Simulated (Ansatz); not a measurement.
`CO[CH2][AlH][CH3]` + `C[SiH2]N` → `[CH3][AlH][NH][SiH2]C` + `COC`  (ligand exchange at the Al–C bond)

Calculated with Ansatz (gas phase, PBE0-D4/def2-TZVP geometries, no zero-point term in ΔE). CCSD(T)/CBS adds triple-zeta CCSD(T) − MP2 to the extrapolated MP2 energy (def2 sets, frozen cores). Functionals use def2-TZVPP. Each species was taken in one conformer, which may not be the lowest.

| species | BHLYP-D4 energy (Eh) |
| --- | --- |
| `CO[CH2][AlH][CH3]` | -437.33828 |
| `C[SiH2]N` | -386.59539 |
| `[CH3][AlH][NH][SiH2]C` | -668.98606 |
| `COC` | -155.00095 |

Question: Work out ΔE.

Answer: ΔE = (-668.98606) + (-155.00095) − (-437.33828) − (-386.59539) = -0.05334 Eh = -1.45 eV. CCSD(T)/CBS gives -1.41 eV.

Largest T1 diagnostic among the species: 0.011.

From BLYP to BHLYP (50 % exact exchange), in def2-TZVPP and without D4, ΔE moves by −0.09 eV. Leaving LDA and LC-ωPBE aside and taking each functional with its dispersion term where it has one, the values, not all of them listed here, spread over 0.16 eV, from BHLYP-D4 to PBE-D4.
